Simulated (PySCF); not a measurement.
SbF₄, SMILES [F][Sb+]([F])([F])[F], charge +1.

Geometry: r2SCAN-D4/def2-SVP. The spin state was assumed, not searched. The isomer is the one that the SMILES or the coordinates give; other isomers of the formula were not compared. The def2 effective core potentials stand for the cores of Sb; spin–orbit coupling is left out.

Computed with ωB97X/def2-TZVP (PySCF).

Isolated molecule, no solvent.

The total energy is -639.44478 hartree. The point group comes out as Td and the highest occupied level is -22.21 eV. The lowest empty level is -9.92 eV, the orbital gap is 12.29 eV and the dipole moment about the centre of nuclear charge comes out as 0.000 e·Å. The mean static polarisability comes out as 30.7 bohr³ (4.54 Å³) and the polarisability, principal values is 30.7, 30.7, 30.7 bohr³.
